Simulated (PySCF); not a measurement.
Structure with atom numbers: `[CH3:1][C:2]#[C:3][C:4]1([F:5])[CH:6]=[CH:7]1`; H(Xn) means a hydrogen on atom n.

Geometry: PBE0-D3(BJ)/def2-SVP; GIAO shifts from PySCF 2.14, gas phase, non-relativistic, averaged over equivalent atoms.

At PBE0/STO-3G (40 basis functions, 4.9 s wall time on 1 thread of an Arm Neoverse N1, shared host):
```tsv
atoms	δ (ppm)
C6/C7	106.4
C2	67.9
C3	64.0
C4	49.4
C1	14.5
F5	-102.1
H(C6)/H(C7)	6.72
H(C1)	1.31
```

Chemical shifts δ = σref − σ; $^{13}$C (σref 234.69) and $^{1}$H (σref 32.60) against TMS; $^{19}$F (σref 304.40) vs CFCl3, all at this level.

**Question.** What do these become at PBE0/def2-TZVP?

**Answer.** 
```
      atoms  δ at PBE0/def2-TZVP  change
      C6/C7                128.5   +22.1
         C2                 84.0   +16.1
         C3                 83.2   +19.2
         C4                 63.5   +14.1
         C1                  4.3   -10.2
         F5               -136.8   -34.7
H(C6)/H(C7)                 7.69   +0.97
      H(C1)                 1.84   +0.53
```

Scale: TMS for $^{13}$C (186.65 ppm), $^{1}$H (31.48 ppm); CFCl3 for $^{19}$F (178.85 ppm) (reference shieldings calculated alike).

The largest change is at F5 (fluorine on an sp3 carbon). Cost: 247 basis functions, 32 s wall time on 1 thread of an Arm Neoverse V1, shared host. The order of the carbon signals is the same at both levels.

Unscaled 19F shifts against computed CFCl3 carry errors that often reach 10 to 50 ppm.
